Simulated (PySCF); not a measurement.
# Working out the ionisation energy of Zn

Zn [Ar] 3d10 4s2 (1S) → Zn⁺ [Ar] 3d10 4s1 (2S). Computed with PySCF 2.14 in cc-pVDZ-PP with ECP10MDF (4s4p3d1f, 38 functions), with a scalar-relativistic core potential. Frozen: 3s2 3p6. Energies in hartree (1 hartree = 27.21139 eV):

```json
{"part": "UHF", "Zn (lower)": "-225.950989", "Zn⁺ (upper)": "-225.661679"}
{"part": "CCSD correlation", "Zn (lower)": "-0.389187", "Zn⁺ (upper)": "-0.345096"}
{"part": "(T)", "Zn (lower)": "-0.009333", "Zn⁺ (upper)": "-0.006270"}
```

Task: What does Hartree-Fock give?

Result: (-225.661679) − (-225.950989) = 0.289310 hartree = 7.873 eV.

Task: What do CCSD and CCSD(T) give?

Result: The CCSD correlation energies differ by 0.044091 hartree = 1.200 eV and the triples by 0.003063 hartree = 0.083 eV, so CCSD gives 9.073 eV and CCSD(T) 9.156 eV.

Measured between the centres of the two terms (NIST): 9.394 eV, so CCSD(T) (valence) is off by -0.238 eV.

A double-zeta basis recovers only part of the correlation energy.

What remains against the reference includes basis incompleteness, the frozen core and higher excitations.
